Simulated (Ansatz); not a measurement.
A set of 12 reactions (atomization), with CCSD(T)/CBS values in kJ/mol:

| reaction | ΔE |
| --- | --- |
| `C=C[CH2][AlH][F]` → Al• + 3 C• + F• + 6 H• | 4331.2 |
| `[BH2][GeH]([CH3])[SiH3]` → B• + C• + Ge• + 9 H• + Si• | 4107.2 |
| `N=C(I)O[SiH3]` → C• + 4 H• + I• + N• + O• + Si• | 3085.8 |
| `BC1(C)CO1` → B• + 3 C• + 7 H• + O• | 4680.9 |
| `C=[C]1[AlH][SiH2][SiH]1F` → Al• + 2 C• + F• + 6 H• + 2 Si• | 4250.3 |
| `C[O][Ga]([NH2])[OH]` → C• + Ga• + 6 H• + N• + 2 O• | 3943.6 |
| `C[Se]CF` → 2 C• + F• + 5 H• + Se• | 3176.8 |
| `CC(Cl)OBF` → B• + 2 C• + Cl• + F• + 5 H• + O• | 4430.4 |
| `OC/C=C/[SiH3]` → 3 C• + 8 H• + O• + Si• | 4888.9 |
| `CC1=CC(O)S1` → 4 C• + 6 H• + O• + S• | 4909.3 |
| `N[SiH]([O])Cl`• → Cl• + 3 H• + N• + O• + Si• | 2325.7 |
| `C[N]([GaH2])CF` → 2 C• + F• + Ga• + 7 H• + N• | 4126.2 |

Gas-phase electronic energies from Ansatz, PBE0-D4/def2-TZVP geometries. CCSD(T)/CBS is the MP2 limit (def2-TZVPP, def2-QZVPP) plus CCSD(T) − MP2 in def2-TZVPP, frozen cores. This one scheme is used for every species, atoms too. For atomizations the MP2-based limit and the directly extrapolated one differ by several kJ/mol either way, and by 10 to 25 for some Ge, Se and Sn compounds, so smaller differences from it don't rank the levels. Functionals use def2-TZVPP. B3LYP here is the variant with VWN-RPA as its local correlation; programs differ in this. HSE06 is defined as in plane-wave codes. No spin–orbit coupling; open shells (•) take unrestricted orbitals. Spin–orbit coupling would lower the free atoms: a little for Al, B, C, Cl, F, O, S, Si; clearly for Ga, Ge, Se; strongly for I. def2 core potentials past Kr. Bonds to Ga, Ge, I, Se are less sure, by a few kJ/mol each and by 10 to 20 or more in all where they break to atoms, as the def2 sets lack core-valence functions. Scalar relativity is left out up to krypton. One conformer a species, not always the lowest.

Task: Give the mean, mean absolute and largest difference (level minus CCSD(T)/CBS, kJ/mol) for: LDA (SPW92), revPBE-D4, B3LYP-D4, r2SCANh-D4, r2SCAN0-D4, HSE06-D4, ωB97M-V, B2PLYP, BLYP, r2SCAN, r2SCAN0, CCSD/def2-SVP, CCSD(T)/def2-TZVPP, HF/def2-QZVPP. (Best estimate.)

Result: Ansatz gave: 
```json
{"level": "LDA (SPW92)", "mean": "595.8", "mean absolute": "595.8", "largest": "839.6"}
{"level": "revPBE-D4", "mean": "-18.5", "mean absolute": "31.1", "largest": "-78.2"}
{"level": "B3LYP-D4", "mean": "-6.4", "mean absolute": "11.4", "largest": "-42.9"}
{"level": "r2SCANh-D4", "mean": "-14.0", "mean absolute": "16.7", "largest": "-63.3"}
{"level": "r2SCAN0-D4", "mean": "-53.4", "mean absolute": "53.4", "largest": "-115.2"}
{"level": "HSE06-D4", "mean": "8.1", "mean absolute": "22.6", "largest": "71.2"}
{"level": "ωB97M-V", "mean": "5.7", "mean absolute": "13.5", "largest": "33.3"}
{"level": "B2PLYP", "mean": "-46.7", "mean absolute": "46.7", "largest": "-67.0"}
{"level": "BLYP", "mean": "-57.8", "mean absolute": "58.1", "largest": "-110.7"}
{"level": "r2SCAN", "mean": "8.3", "mean absolute": "16.9", "largest": "38.8"}
{"level": "r2SCAN0", "mean": "-59.9", "mean absolute": "59.9", "largest": "-120.9"}
{"level": "CCSD/def2-SVP", "mean": "-270.7", "mean absolute": "270.7", "largest": "-324.0"}
{"level": "CCSD(T)/def2-TZVPP", "mean": "-104.0", "mean absolute": "104.0", "largest": "-133.8"}
{"level": "HF/def2-QZVPP", "mean": "-1107.7", "mean absolute": "1107.7", "largest": "-1433.6"}
```

The largest T1 diagnostic in the set is 0.025, for `N[SiH]([O])Cl`• (customary mark 0.045).

CCSD(T)/CBS is a level of theory with its own doubt, and the functionals carry their triple-zeta basis error, so these figures describe this set and don't rank the functionals.
